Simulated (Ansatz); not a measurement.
Basis-set series for C₇H₉N, SMILES `Cc1cccc(N)c1`. Charge 0, multiplicity 1. All single points use the PBE0-D4/def2-TZVP geometry. It is one conformer, not always the lowest.

```tsv
functional	basis	functions	energy (Eh)	HOMO (eV)	LUMO (eV)
PBE0-D4	def2-TZVPP	374	-326.66724	-5.84	0.04
PBE0-D4	def2-QZVPP	726	-326.68480	-5.87	-0.02
ωB97M-V	def2-TZVPP	374	-326.90369	-7.90	2.01
ωB97M-V	def2-QZVPP	726	-326.92017	-7.93	1.74
```

Give the rows for def2-SVP. (Estimate.)

Computed: 
| functional | basis | functions | energy (Eh) | HOMO (eV) | LUMO (eV) |
| --- | --- | --- | --- | --- | --- |
| PBE0-D4 | def2-SVP | 157 | -326.31580 | -5.72 | 0.24 |
| ωB97M-V | def2-SVP | 157 | -326.53640 | -7.78 | 2.29 |

Positive LUMOs are unbound and depend on the basis.
